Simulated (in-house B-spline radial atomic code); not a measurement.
Configurations of Mn III (Mn2+), with energies counted from [Ar] 3d5. All numbers are computed (non-relativistic TPSSh, spin-polarised, spherical fractional occupations, exact exchange averaged over the configuration; point nucleus) with an all-electron radial atomic-structure program (B-spline basis), not measured. Shells without spins written out take the highest spin.

Occupations are held fixed; configurations that lie above the ionisation limit could autoionise.

```
       configuration  E - E(ref) (eV)  highest orbital  its <r> (bohr)
        [Ar] 3d4 4p1           14.265            4p up           2.883
        [Ar] 3d4 4f1           26.251            4f up           5.801
[Ne] 3s2 3p5 3d5 4s1           50.823            4s up           2.451
[Ne] 3s2 3p5 3d5 4d1           64.628            4d up           4.084
```

Problem. Order these further configurations by energy, lowest first.
A. [Ne] 3s2 3p5 3d6
B. [Ne] 3s2 3p5 3d5 4f1
C. [Ar] 3d4 4s1
D. [Ne] 3s2 3p5 3d5 4p1

Solution. C (8.254 eV), A (47.908 eV), D (56.926 eV), B (69.105 eV).
